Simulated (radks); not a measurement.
Task: Er46+, configuration [Ar] 3d4. Calculated with a radial shooting solver on a logarithmic mesh with Libxc functionals: Dirac Kohn-Sham, PBE, spin-unpolarised, spherical densities, point nucleus; open shells are shared between the two j in proportion to 2j + 1. Some entries of the table are withheld. Estimate them.

orbital  occ.  eigenvalue (eV)  <r> (bohr)  <1/r> (bohr^-1)
1s1/2       2        -60053.15     0.02036              (1)
2s1/2       2              (2)     0.08537            18.77
2p1/2       2        -11862.82     0.07102            18.71
2p3/2       4        -10935.42     0.07815            16.24
3s1/2       2        -4526.209      0.2135            7.273
3p1/2       2        -4350.623         (3)            7.195
3p3/2       4        -4128.673         (4)            6.553
3d3/2     1.6        -3858.013      0.1852            6.430
3d5/2     2.4        -3806.806      0.1888            6.273

Result: 
(1) 1s1/2 <1/r> (bohr^-1): 77.60
(2) 2s1/2 eigenvalue (eV): -12299.45
(3) 3p1/2 <r> (bohr): 0.2021
(4) 3p3/2 <r> (bohr): 0.2136
